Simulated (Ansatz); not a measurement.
A single point on BF₃H₂Se.

```yaml
crystal:
  periodic: [false, false, false]
  atoms:
    - {symbol: F, position_ang: [0.239454, -1.087466, 1.678233]}
    - {symbol: B, position_ang: [0.312819, -1.247318, 0.373759]}
    - {symbol: F, position_ang: [-0.782054, -1.495468, -0.315434]}
    - {symbol: F, position_ang: [1.488180, -1.356481, -0.208694]}
    - {symbol: Se, position_ang: [0.170644, 1.745369, -0.147846]}
    - {symbol: H, position_ang: [-1.264243, 1.810083, 0.151900]}
    - {symbol: H, position_ang: [-0.103600, 1.563180, -1.577716]}
basis:
  gaussian: {orbitals: def2-TZVPP}
hamiltonian: {xc: pbe}
correlation: {method: rpa}
```

```sh
$ ansatz run in.yaml --threads 4 --pin off --events-out ev --progress --plain
```

Shortened log:

```
Functional definition: PBE
1297 factors; integrals over basis functions are off by at most 1.6e-3 eV
mean field evaluation 1: about -74195.7873 eV, gradient 5.2e1 eV
mean field evaluation 2: about -74195.7828 eV, gradient 5.2e1 eV
mean field evaluation 4: about -74199.2061 eV, gradient 7.0e0 eV
mean field evaluation 8: about -74199.2949 eV, gradient 1.5e-1 eV
mean field evaluation 16: about -74199.2949 eV, gradient 3.8e-5 eV
mean field -74199.29493795 eV, -2726.7737948812 hartree, gradient 3.6e-6 eV, S^2 0.000000; 0 other end points of the search recorded, 0 dependent functions left out
13 core orbitals not correlated: weight in the atoms' cores, before any rotation towards them, 1.000 or more for the frozen orbitals, at most 0.000 for the correlated occupied ones
reference -74131.47201351 eV, -2724.2813483802 hartree; 21, 21 occupied and 166, 166 virtual orbitals, 1297 factors
Total energy: -74177.74273118 eV, -2725.9817658908 hartree
```

Run time 2.7 s (4 threads of a server CPU on a shared host); peak host memory 0.41 GiB.
